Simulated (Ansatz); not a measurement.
Molecule: C₂HCl₂F₃ (charge 0, singlet). 
Geometry from a B3LYP-D3(BJ)/def2-TZVP (Ansatz, an electronic-structure program) optimisation:
SMILES: FC(C(Cl)Cl)(F)F
```xyz
8

F     -1.4915     1.0410    -0.9202
C     -0.9883    -0.0126    -0.2593
F     -1.4896    -1.1223    -0.8226
F     -1.4050     0.0442     1.0056
C      0.5437    -0.0165    -0.3771
Cl     1.2172    -1.4535     0.4159
Cl     1.2146     1.4872     0.2831
H      0.8028    -0.0639    -1.4299
```

Wanted: atomisation energy (electronic, to ground-state atoms), in eV. Correlated levels leave the core frozen unless marked. UHF or UKS for open shells. No spin-orbit coupling. Non-relativistic. The coupled-cluster limit lacks core correlation, which all-electron functionals hold. CBS marks a two-point X^-3 extrapolation of the correlation energy; Hartree-Fock from the larger set. The bracket is a focal-point correction in the basis named.

| level | program | atomisation energy (eV) |
|---|---|---|
| HF/6-31G* | Ansatz | 20.21 |
| HF/cc-pV(D+d)Z | Ansatz | 19.57 |
| HF/cc-pV(T+d)Z | Ansatz | 20.30 |
| SVWN5/def2-TZVPD | Ansatz | 37.62 |

### Question
What does RI-MP2/CBS(cc-pV(T+d)Z,cc-pV(Q+d)Z)+[CCSD(T)-MP2]/cc-pV(T+d)Z (Ansatz) give?

### Answer
30.59 eV
